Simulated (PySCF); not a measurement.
Spectrum to structure. Method: TDDFT PBE0/def2-SVPD, vertical, gas phase, core orbitals frozen in the response (PySCF). Geometries: GFN2-xTB, one conformer each.

```tsv
state	ν̃ (cm⁻¹)	f	main configurations (H = HOMO, L = LUMO)
S1	45280	0.019	H→L (88%), H→L+1 (10%)
S2	47040	0.0012	H-1→L (88%)
S3	52300	0.064	H→L+3 (52%), H→L+1 (21%), H→L+2 (15%)
S4	53970	0.074	H→L+2 (67%), H→L+1 (23%)
S5	54880	0.180	H→L+1 (41%), H→L+3 (38%), H→L+2 (10%)
S6	58450	0.0056	H-1→L+1 (83%)
```

Question: Which candidate is it? All have the formula C5H7ClO2.
A. `CC/C(Cl)=C\C(=O)O`
B. `C/C=C(/Cl)OC(C)=O`
C. `O=C1CO[C@H](CCl)C1`

Answer: B. Its S1, at 5.61 eV, is the highest among the candidates; the nearest of the others has S1 at 4.76 eV. S1 is HOMO→LUMO (88%), HOMO→LUMO+1 (10%). Löwdin shares by element: HOMO carbon 61% or more, chlorine 24% (atoms not listed hold the other 15%); LUMO carbon 39% or more, oxygen 32% (atoms not listed hold the other 29%). At the same level the other candidates give, for their lowest levels:
- `O=C1CO[C@H](CCl)C1`: 4.32 eV (f 0.000); 5.74 eV (f 0.007); 6.75 eV (f 0.001); 6.83 eV (f 0.002); 6.85 eV (f 0.015); T1 3.76 eV; HOMO -7.44, LUMO -0.94 eV
- `CC/C(Cl)=C\C(=O)O`: 4.76 eV (f 0.000); 5.58 eV (f 0.408); 6.11 eV (f 0.000); 6.83 eV (f 0.001); 6.90 eV (f 0.012); T1 3.54 eV; HOMO -7.83, LUMO -1.72 eV

Conformer computed: `[CH3:1]/[CH:2]=[C:3](/[Cl:4])[O:5][C:6]([CH3:7])=[O:8]`: C2–C3–O5–C6 -66°, C3–O5–C6–C7 -178°.
Triplets come from the Tamm–Dancoff approximation.
